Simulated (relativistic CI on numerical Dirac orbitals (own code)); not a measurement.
## Forbidden transitions in Ta X

These numbers are calculated, not measured: Dirac-Coulomb-Breit CI, separate exchange-only KLI orbitals for each configuration, model QED (radiative potential, 1s self-energy scaled to tabulated hydrogen-like ionisation energies), unscaled Slater integrals (own radial code, finite nucleus).

Configuration list (outside the closed core [Kr] 4d10): 4f13 5s2 5p3, 4f12 5s2 5p4, 4f14 5s2 5p2, 4f13 5s 5p4, 4f13 5s2 5p2 5d, 4f12 5s 5p5, 4f14 5s 5p3, 4f14 5s2 5p 5d, 4f14 5p4, 4f14 5s2 5p 6s, 4f13 5s2 5p2 5f, 4f11 5s2 5p5, 4f10 5s2 5p6, 4f11 5s 5p6, 4f13 5p5, 4f12 5p6, 4f14 5s 5p2 5d, 4f14 5s 5p 5d2, 4f14 5s 5p 5d 5f, 4f14 5s2 5p 6p, 4f14 5s2 5d 6p, 4f14 5s2 5f 6p. Double excitations out of closed p, d and f shells are left out; levels of such configurations are missing from the list, as are those of other unlisted configurations, and high levels can miss mixing partners.

```tsv
λ vac (nm)	Lower	Upper	Type	A (s⁻¹)	log gf
399.14	4f13 5s2 5p3 3D_2 [2]	4f13 5s2 5p3 3F_3 [12]	M1	1.47e+01	-6.61
449.92	4f13 5s2 5p3 3G_5 [1]	4f13 5s2 5p3 3G_4 [8]	M1	1.78e+02	-5.31
460.99	4f13 5s2 5p3 3F_3 [4]	4f13 5s2 5p3 3F_3 [12]	M1	1.37e+01	-6.51
481.73	4f12 5s2 5p4 5I_8 [7]	4f12 5s2 5p4 5I_7 [21]	M1	2.25e+02	-4.93
503.78	4f13 5s2 5p3 3F_3 [4]	4f13 5s2 5p3 3F_2 [9]	M1	1.17e+02	-5.65
544.65	4f12 5s2 5p4 3I_7 [10]	4f12 5s2 5p4 3I_6 [23]	M1	1.37e+02	-5.10
588.36	4f13 5s2 5p3 3F_4 [5]	4f13 5s2 5p3 3F_3 [12]	M1	8.79e+01	-5.50
681.43	4f12 5s2 5p4 3H_6 [11]	4f12 5s2 5p4 5F_5 [20]	M1	1.88e+01	-5.84
740.34	4f12 5s2 5p4 3G_5 [15]	4f12 5s2 5p4 3H_4 [25]	M1	3.51e+00	-6.59
775.52	4f12 5s2 5p4 3G_4 [13]	4f12 5s2 5p4 5G_3 [22]	M1	4.59e+01	-5.54
777.36	4f13 5s2 5p3 3D_1 [6]	4f13 5s2 5p3 3F_2 [9]	M1	1.23e+01	-6.25
778.86	4f12 5s2 5p4 3G_5 [15]	4f12 5s2 5p4 5G_4 [24]	M1	3.10e+01	-5.60
813.03	4f12 5s2 5p4 3G_5 [15]	4f12 5s2 5p4 3I_6 [23]	M1	4.40e+00	-6.25
908.52	4f13 5s2 5p3 3G_5 [1]	4f13 5s2 5p3 3F_4 [5]	M1	3.63e+00	-6.39
909.85	4f12 5s2 5p4 5G_6 [14]	4f12 5s2 5p4 5F_5 [20]	M1	1.20e+01	-5.79
966.45	4f13 5s2 5p3 3D_2 [2]	4f13 5s2 5p3 3D_1 [6]	M1	3.21e+01	-5.87
970.25	4f12 5s2 5p4 3H_6 [11]	4f12 5s2 5p4 5G_5 [17]	M1	2.69e+01	-5.38
989.34	4f12 5s2 5p4 3G_5 [15]	4f12 5s2 5p4 5F_5 [20]	M1	3.84e+00	-6.21
1023.6	4f12 5s2 5p4 3F_4 [16]	4f12 5s2 5p4 3H_4 [25]	M1	3.83e+00	-6.27
1408.5	4f12 5s2 5p4 5G_5 [17]	4f12 5s2 5p4 5G_4 [24]	M1	5.56e+00	-5.83
```

Terms are leading LS components. Brackets give the number of a level in order of energy, since labels repeat. The list gives strong lines, with weight on those to low levels, among the lowest 200 of 1939 levels, so that lines to higher ones, which can be the strongest, are missing. Levels whose partners in the same complex of configurations lie outside the list can be far off, and so can their lines. Rates are taken at the computed energies, electric ones in the length gauge.

At this charge transitions that keep the count of f electrons are usually good to a few per cent. Terms inside the open d or f shell come out 10 to 20 % too wide with unscaled integrals. Levels and lines within the n = 5 or 6 shells can be off by up to 10 % or somewhat more, and those that change n by about 2 %, since core polarisation is missing. Levels that differ in their count of f electrons can be misplaced by several ten thousand cm⁻¹, since the correlation energy of f electrons is missing or only estimated; rates across such gaps can be off by orders of magnitude.

LS names give the leading component of a level, which can be under half, so a name can repeat, a term be missing and a line seem to break the LS rules.
